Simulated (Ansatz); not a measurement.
The cluster Mg₃O₃⁺, relaxed as a doublet with UKS r2SCAN-D4/def2-SVP in Ansatz, starting from the GFN2-xTB geometry. Force threshold 0.02 eV/Å.

The relaxation made no stability test and no search for a lower SCF solution. The structure comes from a short search, and lower isomers may exist.

Start:

```xyz
6

Mg   -0.109    2.391    0.634
Mg    0.323   -1.126    1.077
Mg   -0.294    0.530   -1.146
O     0.644   -1.156   -0.854
O    -0.667   -1.306   -0.602
O     0.102    0.667    0.891
```

```csv
step,energy (eV),largest force component (eV/Å),SCF passes
1,-22452.7561,4.870,56
2,-22453.6439,3.796,50
3,-22454.1311,1.137,30
4,-22454.3633,0.433,26
5,-22454.4258,0.138,26
6 (rejected),-22454.4214,0.321,23
7,-22454.4280,0.004,22
```

Force components are those of the run's own axes.

End:

```xyz
6

Mg   -0.017    2.661    1.297
Mg    0.282   -0.893    0.948
Mg   -0.277    0.199   -1.286
O     0.783   -1.392   -0.875
O    -0.767   -1.551   -0.565
O    -0.004    0.977    0.480
```

By distances, no bond broke or formed, bridged metal pairs apart. The bond that changes most is O4–O5, from 1.34 to 1.59 Å (atoms count from 1). Metal–metal contacts that move far: Mg1–Mg3 2.58 to 3.58 Å.

No frequencies were taken in this run, so the end may be a saddle point.

Hardware: 4 threads of AMD EPYC 7B13 on a shared host. Wall time 16 s.
